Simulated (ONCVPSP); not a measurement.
# PBE ONCV dataset for silicon, scalar-relativistic all-electron reference.

ONCVPSP 4.0.1 was run on this input:

```
# ATOM AND REFERENCE CONFIGURATION
# atsym  z   nc   nv     iexc    psfile
  Si 14.00    3    2        4      upf
#
#   n    l    f
    1    0    2.00
    2    0    2.00
    2    1    6.00
    3    0    2.00
    3    1    1.75
#
# PSEUDOPOTENTIAL AND OPTIMIZATION
# lmax
    2
#
#   l,   rc,      ep,       ncon, nbas, qcut
    0    1.65    0.00    4    7    3.10
    1    1.65    0.00    4    8    5.30
    2    1.80    0.10    4    7    5.30
#
# LOCAL POTENTIAL
# lloc, lpopt,  rc(5),   dvloc0
    1    5    1.65    0.00
#
# VANDERBILT-KLEINMAN-BYLANDER PROJECTORs
# l, nproj, debl
    0    2    1.20
    1    0    2.70
    2    2    2.50
#
# MODEL CORE CHARGE
# icmod, fcfact, rcfact
    3    1.50    1.10
#
# LOG DERIVATIVE ANALYSIS
# epsh1, epsh2, depsh
   -2.00    5.00    0.02
#
# OUTPUT GRID
# rlmax, drl
    6.00    0.01
#
# TEST CONFIGURATIONS
# ncnf
    4
# nvcnf
#   n    l    f
    2
    3    0    2.00
    3    1    2.00
#
    2
    3    0    2.00
    3    1    1.00
#
    2
    3    0    2.00
    3    1    0.00
#
    2
    3    0    2.00
    3    1    1.50
#
```

Command:

```bash
oncvpsp.x < Si.dat > Si.out
```

Output (shortened: citation, most of the input echo, consistency checks and plot data are left out):

```
ONCVPSP  (Optimized Norm-Conservinng Vanderbilt PSeudopotential)
scalar-relativistic version 4.0.1

#   n    l    f        energy (Ha)
    1    0    2.00    -6.5711269E+01
    2    0    2.00    -5.2048283E+00
    2    1    6.00    -3.5901103E+00
    3    0    2.00    -4.6726916E-01
    3    1    1.75    -2.1408021E-01

Reference configufation results
  iterations    24
  all-electron total energy (Ha)   -2.89791402D+02

Begin loop to  construct optimized pseudo wave functions
and semi-local pseudopoentials for all angular momenta

   Wellstate for l =  0  n =  4
     eigenvalue =   0.7327
     asymptotic potential =   1.2327
     half-point radius =  3.4292

Calculating optimized projector #   1

 for l=   0

    Fraction of norm inside rc  0.297720
    Optimizing pswf for qcut=   3.09 a_B^-1,  ecut=   4.77 Ha
    Residual kinetic energy error=  1.04D-02 Ha

    Energy error per electron        Cutoff
         Ha          eV             Ha
         0.01000     0.27211        4.78
         0.00100     0.02721       17.35
         0.00010     0.00272       38.80
         0.00001     0.00027       45.98

Calculating optimized projector #   2

 for l=   0

    Fraction of norm inside rc  0.179326
    Optimizing pswf for qcut=   3.09 a_B^-1,  ecut=   4.77 Ha
    Residual kinetic energy error=  2.60D-02 Ha

    Energy error per electron        Cutoff
         Ha          eV             Ha
         0.01000     0.27211        5.94
         0.00100     0.02721       30.03
         0.00010     0.00272       60.52
         0.00001     0.00027       70.48

Calculating optimized projector #   1

 for l=   1

    Fraction of norm inside rc  0.167255
    Optimizing pswf for qcut=   5.29 a_B^-1,  ecut=  13.99 Ha
    Residual kinetic energy error=  3.92D-05 Ha

    Energy error per electron        Cutoff
         Ha          eV             Ha
         0.01000     0.27211        2.10
         0.00100     0.02721        3.19
         0.00010     0.00272        7.77
         0.00001     0.00027       62.66

   Wellstate for l =  2  n =  3
     eigenvalue =   0.1000
     asymptotic potential =   0.6000
     half-point radius =  7.0378

   Wellstate for l =  2  n =  5
     eigenvalue =   2.6000
     asymptotic potential =   3.1000
     half-point radius =  3.6704

Calculating optimized projector #   1

 for l=   2

    Fraction of norm inside rc  0.085021
    Optimizing pswf for qcut=   5.30 a_B^-1,  ecut=  14.04 Ha
    Residual kinetic energy error=  1.92D-04 Ha

    Energy error per electron        Cutoff
         Ha          eV             Ha
         0.01000     0.27211        5.52
         0.00100     0.02721       10.69
         0.00010     0.00272       16.96
         0.00001     0.00027       47.56

Calculating optimized projector #   2

 for l=   2

    Fraction of norm inside rc  0.160198
    Optimizing pswf for qcut=   5.30 a_B^-1,  ecut=  14.04 Ha
    Residual kinetic energy error=  1.67D-02 Ha

    Energy error per electron        Cutoff
         Ha          eV             Ha
         0.01000     0.27211       15.15
         0.00100     0.02721       31.93
         0.00010     0.00272       62.12
         0.00001     0.00027       71.42

Construct Vanderbilt / Kleinmman-Bylander projectors

B matrix Hermiticity error, ll=   0
   1   2    5.4677E-05

  Orthonormal projector coefficients  1.5202E+01  2.6238E+00

B matrix Hermiticity error, ll=   2
   1   2   -3.5277E-05

  Orthonormal projector coefficients -4.1323E+00 -1.2749E+00

Model core correction analysis
  based on d2Exc/dn_idn_j

d2excae - all-electron derivatives

   -3.781939D-02   -3.019339D-02
   -3.019325D-02   -2.942345D-02

d2excps - pseudofunction derivatives with no core correction

   -4.074567D-02   -3.157076D-02
   -3.157332D-02   -3.004319D-02

rms 2nd derivative error    1.785283E-03

rmatch, rhocmatch    1.1982    0.6672

Teter function model core charge with specified parameters

d2excps - pseudofunction derivatives with core correction

   -3.966241D-02   -3.113767D-02
   -3.113993D-02   -2.980634D-02

rms 2nd derivative error    1.154473E-03

Pseudoatom total energy   -3.701686

Diagnostic tests using Vanderbilt-Kleinman-Bylander pseudopotentials
  1 or more projectors used as specified by nproj input data

   l    rcore       rmatch      e in        delta e   norm test  slope test

   0   1.6550661   1.7053175  -0.4672692  -0.0000014   1.0000251   0.9999851
   0   1.6550661   1.7053175   0.7327308   0.0000053   1.0001168   1.0001168

   1   1.6550661   1.7053175  -0.2140802   0.0000014   1.0000055   1.0000048

   2   1.8104438   1.8654128   0.1000000   0.0000056   1.0000282   1.0000282
   2   1.8104438   1.8654128   2.6000000   0.0000054   1.0001122   1.0001122

 Testing for bound ghosts
   n   l    E NL Schr. Eq   E Basis Diag.   E Cutoff

   1   0       -0.467271       -0.458090     68.00

 Testing for highly-localized positive-energy ghosts
       l    <radius>/rc     E Basis Diag.   E Cutoff

       0        0.693705       68.502899     68.00  WARNING - GHOST(+)

Test configuration 0

   n   l     f        eae           eps        diff
   1   0  2.0000  -65.71126878
   2   0  2.0000   -5.20482834
   2   1  6.0000   -3.59011029
   3   0  2.0000   -0.46726916   -0.46727055   -1.39D-06
   3   1  1.7500   -0.21408021   -0.21407877    1.44D-06

    Total energies and differences
      AE_ref= -2.89791402D+02  AE_tst= -2.89791402D+02  dif=  0.00D+00
      PS_ref= -3.70168613D+00  PS_tst= -3.70168613D+00  dif=  2.22D-15
      PSP excitation error= -2.22D-15

Test configuration 1

   n   l     f        eae           eps        diff
   1   0  2.0000  -65.63199305
   2   0  2.0000   -5.12654738
   2   1  6.0000   -3.51173570
   3   0  2.0000   -0.39736459   -0.39737364   -9.06D-06
   3   1  2.0000   -0.14998149   -0.14997484    6.65D-06

    Total energies and differences
      AE_ref= -2.89791402D+02  AE_tst= -2.89836820D+02  dif= -4.54D-02
      PS_ref= -3.70168613D+00  PS_tst= -3.74710547D+00  dif= -4.54D-02
      PSP excitation error=  1.15D-06

Test configuration 2

   n   l     f        eae           eps        diff
   1   0  2.0000  -65.98789348
   2   0  2.0000   -5.47570426
   2   1  6.0000   -3.86146401
   3   0  2.0000   -0.69950321   -0.69947699    2.62D-05
   3   1  1.0000   -0.42834919   -0.42839384   -4.47D-05

    Total energies and differences
      AE_ref= -2.89791402D+02  AE_tst= -2.89552380D+02  dif=  2.39D-01
      PS_ref= -3.70168613D+00  PS_tst= -3.46263918D+00  dif=  2.39D-01
      PSP excitation error= -2.49D-05

Test configuration 3

   n   l     f        eae           eps        diff
   1   0  2.0000  -66.43699071
   2   0  2.0000   -5.90942986
   2   1  6.0000   -4.29635628
   3   0  2.0000   -1.04868596   -1.04844774    2.38D-04

    Total energies and differences
      AE_ref= -2.89791402D+02  AE_tst= -2.88964655D+02  dif=  8.27D-01
      PS_ref= -3.70168613D+00  PS_tst= -2.87480781D+00  dif=  8.27D-01
      PSP excitation error= -1.31D-04

Test configuration 4

   n   l     f        eae           eps        diff
   1   0  2.0000  -65.79727539
   2   0  2.0000   -5.28940404
   2   1  6.0000   -3.67481114
   3   0  2.0000   -0.54123268   -0.54122660    6.08D-06
   3   1  1.5000   -0.28211053   -0.28211956   -9.04D-06

    Total energies and differences
      AE_ref= -2.89791402D+02  AE_tst= -2.89729458D+02  dif=  6.19D-02
      PS_ref= -3.70168613D+00  PS_tst= -3.63973846D+00  dif=  6.19D-02
      PSP excitation error= -3.83D-06
```

The run took about 2.3 s on one core of a shared server CPU.
